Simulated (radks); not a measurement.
Problem. Valence configurations of neutral selenium (all share [Ar]). Method: scalar-relativistic Kohn-Sham, PBE, spin-polarised, spherical densities, finite nucleus; open shells are filled with parallel spins first; Fermi nuclear charge, rms radius 4.14 fm; computed with a radial shooting solver on a logarithmic mesh with Libxc functionals. Order these by energy: 3d10 4s1 4p5; 3d8 4s2 4p6; 3d10 4s1.5 4p4.5; 3d10 4s2 4p4; 3d9.5 4s2 4p4.5; 3d9 4s2 4p5; 3d10 4p6.

Solution. From the lowest, in eV above it: 3d10 4s2 4p4 0.000; 3d10 4s1.5 4p4.5 5.386; 3d10 4s1 4p5 10.792; 3d10 4p6 22.715; 3d9.5 4s2 4p4.5 24.756; 3d9 4s2 4p5 51.794; 3d8 4s2 4p6 112.92. NIST lists [Ar] 3d10 4s2 4p4 as the ground configuration; this level of theory agrees among the configurations tried. The energies are those of spherical high-spin densities, not of single terms.
